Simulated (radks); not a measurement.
The zirconium ion Zr2+, 38 electrons, occupied as [Ar] 3d10 4s1 4p6 4d2 5s1 (not the ground configuration).

All-electron calculation, scalar-relativistic Kohn-Sham, PBE, spin-polarised, spherical densities, finite nucleus; open shells are filled with parallel spins first (spin-orbit coupling, left out, can overturn this in heavy ions); Fermi nuclear charge, rms radius 4.2694 fm. Program: a radial shooting solver on a logarithmic mesh with Libxc functionals.

Energy parts (eV):
part                       energy
total                  -97847.215
kinetic                100606.550
electron-nucleus      -234790.875
Hartree                 39419.295
exchange-correlation    -3082.185

Orbitals (lengths in bohr, moments of r in powers of bohr):
orbital	occ.	eigenvalue (eV)	<r>
1s up	1	-17848.37	0.03707
1s down	1	-17848.15	0.03707
2s up	1	-2493.024	0.1626
2s down	1	-2492.654	0.1626
2p up	3	-2225.701	0.1417
2p down	3	-2225.381	0.1417
3s up	1	-427.7831	0.4583
3s down	1	-427.3945	0.4582
3p up	3	-340.6813	0.4619
3p down	3	-340.2619	0.4617
3d up	5	-197.7429	0.4522
3d down	5	-197.2269	0.4515
4s up	1	-76.2428	1.196
4s down	0	-73.4886	1.193
4p up	3	-53.6626	1.331
4p down	3	-50.8382	1.330
4d up	2	-22.3424	1.832
4d down	0	-19.6085	1.853
5s up	1	-18.6551	2.992
5s down	0	-16.4306	3.011

The highest occupied level is 5s up at -18.655 eV. The configuration is held as typed, so some empty levels lie below it. The electron density at the nucleus is 7.602e+04 e/bohr^3 (large components only). The density falls to 0.001 e/bohr^3 at r = 4.12 bohr. The spin density at the nucleus is 117.3 e/bohr^3 (1s 0.6, 2s -0.1, 3s 0.2, 4s 100.4, 5s 16.3). Spin moment in Bohr magnetons: 4. Summed over all electrons, <r^2> = 36.35 bohr^2, which gives a Langevin (diamagnetic) susceptibility term of -28.8 x 10^-6 cm^3/mol.
